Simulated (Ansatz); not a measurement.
Consider the cleavage of the Si–Ge bond: `[NH2][GeH]([F])[SiH3]` + `C[O][Ga]([OH])[Br]` → `C[O][Ga]([Br])[O][SiH3]` + `[NH2][GeH2][F]`.

Calculated with Ansatz (gas phase, PBE0-D4/def2-TZVP geometries, no zero-point term in ΔE). CCSD(T)/CBS adds triple-zeta CCSD(T) − MP2 to the extrapolated MP2 energy (def2 sets, frozen cores). DFT in def2-TZVPP. B3LYP here is the variant with VWN-RPA as its local correlation; programs differ in this. For Br, Ga, Ge outer-core shells are correlated without core-valence functions, which leaves a few kJ/mol of doubt a bond. Scalar relativity is left out up to krypton. Each species was taken in one conformer, which may not be the lowest.

CCSD(T)/CBS gives -85.5 kJ/mol.

Task: Another level gave -93.3 kJ/mol. Which?
A. SCS-MP2/def2-TZVPP
B. B3LYP-D4/def2-TZVPP
C. MP2/def2-TZVPP
D. PBE0-D4/def2-TZVPP

Result: C. MP2/def2-TZVPP -93.3, PBE0-D4 -70.6, B3LYP-D4 -83.5, SCS-MP2/def2-TZVPP -98.1 kJ/mol.

Largest T1 diagnostic among the species: 0.012.

From PBE to PBE0 (25 % exact exchange), in def2-TZVPP and without D4, ΔE moves by −10.7 kJ/mol. In def2-TZVPP, CCSD(T) changes the Hartree–Fock value by +26.2 kJ/mol (the triples alone add +3.3 kJ/mol) and MP2 by +21.2 kJ/mol.
